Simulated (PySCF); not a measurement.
## Ionisation energy of Pb by level of theory

Pb [Xe] 4f14 5d10 6s2 6p2 (3P) → Pb⁺ [Xe] 4f14 5d10 6s2 6p1 (2P), as a difference of total energies. Computed with PySCF 2.14 in def2-TZVP with the def2 core potential (60 electrons) (6s5p3d2f, 50 functions), with a scalar-relativistic core potential. Correlated levels: valence: 5s2 5p6 5d10 frozen. The calculations carry no spin-orbit coupling.

```
           method  ionisation energy (eV)
              UHF                   6.569
             TPSS                   6.921
             MN15                   7.042
    MP2 (valence)                   6.823
SCS-MP2 (valence)                   6.762
   CCSD (valence)                   6.858
CCSD(T) (valence)                   6.875
```

**Question.** How much does correlation contribute at CCSD(T) (valence)?

**Answer.** 6.875 − (6.569) = 0.306 eV, measured against UHF.

Spin-orbit coupling is strong in these open shells (close to jj coupling). The scalar numbers leave it out and a first-order estimate fails, so it can dominate the gap to the real levels.

Errors of the correlated levels include the incompleteness of this basis and the frozen core.

For comparison: 7.417 eV (measured; NIST Atomic Spectra Database, ionization energies).
